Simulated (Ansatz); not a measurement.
Mulliken charges of `FB1OC[SiH]1Cl` from PBE/def2-TZVPP in Ansatz (PBE0-D4/def2-TZVP geometry).

```tsv
atom	x (Å)	y (Å)	z (Å)	charge (e)
F1	2.446	0.316	1.200	-0.191
B2	1.293	0.096	0.614	0.302
O3	1.125	-0.885	-0.314	-0.171
C4	-0.269	-0.767	-0.751	-0.089
Si5	-0.640	0.645	0.478	0.214
Cl6	-1.169	2.437	-0.373	-0.212
H7	-0.772	-1.722	-0.594	0.098
H8	-0.291	-0.511	-1.811	0.101
H9	-1.636	0.344	1.535	-0.052
```

By hand: the dipole of these point charges (1 e Å = 4.8032 D).

Σ q r = (-0.154, -0.429, -0.063) e Å, of length 0.460 e Å = 2.21 D.

How does the dipole of the full density compare? (An estimate is asked.)

Computed: (-0.305, -0.184, -0.050) e Å, 1.73 D; the point charges give 1.28 times that, at 39° from its direction.

Point charges leave out the atoms' own dipoles, such as those of lone pairs, and Mulliken's split depends on the basis, so the two needn't agree.
